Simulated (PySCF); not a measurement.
**Polarisability and C₆ of Tc⁺ (technetium, charge +1)**

[Kr] 4d5 5s1, high-spin 7S determinant. Calculation: PySCF 2.14, in def2-TZVPPD with the def2 core potential (28 electrons); a scalar-relativistic core potential. Coupled (time-dependent) response in atomic units; α is the mean over directions.

```tsv
method	mean α (bohr³)	C₆ (like pair)	S(−4)
UHF	45.42	332.1	1475
PBE	31.98	222.9	612.7
PBE0	34.35	241.1	738.3
M06	33.23	223.7	758.8
M06-L	35.48	251.7	786.4
```

S(−4) is the Cauchy moment in α(ω) = α(0) + S(−4) ω² + …

α(iu) at UHF:

```tsv
u (hartree)	α(iu) (bohr³)
0	45.42
0.0500	42.06
0.100	34.80
0.200	22.12
0.300	15.14
0.500	9.048
0.750	6.079
1.00	4.582
1.50	2.957
2.00	2.057
3.00	1.133
5.00	0.4748
```

A single London oscillator, α(iu) = α/(1 + u²/ω²), gives C₆ = (3/4) ω α². Matching the computed C₆ needs ω = 4 × 332.1 / (3 × 45.42²) = 0.215 hartree.

For an ion, C₆ is the dispersion term alone; charge-induced terms of lower order in 1/R come first.

Energies and moments cover only the electrons outside the core potential.
